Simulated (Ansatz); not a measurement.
The same path of a periodic cell of 17 atoms, CuSi$_{16}$ (host Si, host structure diamond, interstitial Cu), cell charge +1 was run twice with different band settings. Lost on the way: Si14–Cu17, Si15–Cu17. Made: Si2–Cu17, Si3–Cu17.

Method: Ansatz, DFT PBEsol, scalar-relativistic, plane waves, PAW. Settings: PAW set soft_1, cutoff 420 eV, k mesh 2x2x2, gaussian smearing 0.02 eV, no spin polarisation.

Relaxed end points:

```xyz
17
Lattice="0.0000 5.4300 5.4300 5.4300 0.0000 5.4300 5.4300 5.4300 0.0000" Properties=species:S:1:pos:R:3
Si 0.067 0.067 -0.037
Si 1.418 1.418 1.298
Si 2.772 2.769 -0.055
Si 4.123 4.125 1.288
Si 2.754 0.067 2.650
Si 4.023 1.368 4.124
Si 5.425 2.787 2.723
Si 6.859 4.126 4.024
Si 0.067 2.752 2.650
Si 1.366 4.024 4.123
Si 2.784 5.425 2.720
Si 4.125 6.856 4.023
Si 2.562 2.560 5.587
Si 4.024 4.025 6.782
Si 5.429 5.426 5.365
Si 6.641 6.645 6.938
Cu 3.898 3.907 4.253
```

```xyz
17
Lattice="0.0000 5.4300 5.4300 5.4300 0.0000 5.4300 5.4300 5.4300 0.0000" Properties=species:S:1:pos:R:3
Si 0.139 0.144 -0.144
Si 1.364 1.357 1.424
Si 2.764 2.760 0.009
Si 4.227 4.223 1.207
Si 2.664 -0.074 2.766
Si 4.001 1.363 4.067
Si 5.421 2.760 2.670
Si 6.723 4.033 4.139
Si -0.064 2.660 2.770
Si 1.364 4.007 4.073
Si 2.764 5.421 2.670
Si 4.040 6.720 4.140
Si 2.664 2.664 5.504
Si 4.022 4.014 6.845
Si 5.371 5.366 5.493
Si 6.723 6.721 6.827
Cu 2.879 2.889 2.542
```

Common settings: spring 5.0 eV/Å²; force threshold 0.05 eV/Å; end points relaxed.

| run | movable images | climbing image | optimiser | start path | iteration limit |
| --- | --- | --- | --- | --- | --- |
| 1 | 5 | yes | fire | straight line | 55 |
| 2 | 2 | no | quadratic models (default) | default | 50 |

Task: What does each run give, and how far can it be trusted?

Result: Run 1: converged after 25 iterations, highest image 0.013 eV above the first end. By the program's own check the climbing image is of a kind that is not told: the force calls were inconclusive, a negative curvature could not be distinguished from the path's own, the only one lies far off the path, or fixed occupations may fill a level only in part (lowest curvatures found: -0.14 and 0.73 eV/Å²).
Run 2: converged after 5 iterations, highest image 0.000 eV above the first end. The highest image is an end point: on this band no image between the ends rises above it. Inner images lie up to 0.003 eV below the lower end, so the ends aren't the lowest states on this path.
Limits of this set-up: coarse k mesh, PAW files made for another functional, charged cell in a uniform background, uncorrected.
